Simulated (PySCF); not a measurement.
LDA on P⁺ (phosphorus, charge +1)

Configuration: [Ne] 3s2 3p1 4s1, high-spin 3P determinant (an excited configuration). Calculation: PySCF 2.14, in aug-cc-pVDZ-DK; the spin-free X2C one-electron Hamiltonian (Gaussian nucleus).

| Item | Value |
| --- | --- |
| Total energy | -340.0155 hartree |
| One-electron energy | -463.4323 hartree |
| Hartree (Coulomb) energy | 144.8436 hartree |
| Exchange-correlation energy | -21.4268 hartree |
| ⟨S²⟩ | 2.0011 |
| ⟨L²⟩ | 2.071 |
| Sum of ⟨r⟩ | 14.38 bohr |
| Sum of ⟨r²⟩ | 38.79 bohr² |
| Traceless quadrupole moment −½Σ⟨3z² − r²⟩ along its main axis | -0.558 e·bohr² |
| Langevin diamagnetic susceptibility | -30.7 ×10⁻⁶ cm³/mol |

| shell | electrons | mean orbital energy (hartree) | spread (hartree) | rms radius, mean of both spins (bohr) |
| --- | --- | --- | --- | --- |
| 1s α | 1 | -76.92144 | 0 | 0.120 |
| 1s β | 1 | -76.91517 | 0 | 0.120 |
| 2s α | 1 | -6.99517 | 0 | 0.567 |
| 2s β | 1 | -6.98746 | 0 | 0.567 |
| 2p α | 3 | -5.21442 | 0.01307 | 0.543 |
| 2p β | 3 | -5.20532 | 0.02252 | 0.543 |
| 3s α | 1 | -1.04021 | 0 | 1.89 |
| 3s β | 1 | -0.99617 | 0 | 1.89 |
| 3p α | 1 | -0.68933 | 0 | 2.18 |
| 4s α | 1 | -0.26698 | 0 | 4.94 |

The outer electron is Rydberg-like, and this basis confines it to a smaller radius and binds it less than a complete one would.

Densities and radii are taken from the X2C orbitals without a picture-change correction, which distorts them close to the nucleus.
